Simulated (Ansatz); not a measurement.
Ansatz (an electronic-structure program) input:

Ansatz 0.2 input:
```yaml
crystal:
  periodic: [false, false, false]
  atoms:
    - {symbol: Si, position_ang: [-0.02730140, 0.02241572, -0.00966628]}
    - {symbol: F, position_ang: [-0.02605135, -0.40242020, 1.52641264]}
    - {symbol: O, position_ang: [-0.27426057, 1.64580363, -0.16268775]}
    - {symbol: O, position_ang: [1.43594976, -0.23224711, -0.67012996]}
    - {symbol: O, position_ang: [-1.18208913, -0.80175956, -0.78288320]}
    - {symbol: H, position_ang: [2.22095523, 0.08320891, -0.21331924]}
    - {symbol: H, position_ang: [-1.44107414, -1.66962286, -0.46345926]}
basis:
  gaussian:
    orbitals: def2-TZVPD
hamiltonian:
  xc: {name: B3LYP}
magnetization: {spin_polarized: true, initial_magnetization: 1}
output: {forces: true}
```

Question: Which total energy does the run end on?

Answer: -616.53436 Eh (B3LYP/def2-TZVPD). The basis has 221 functions.

It need not be the lowest isomer of its formula.
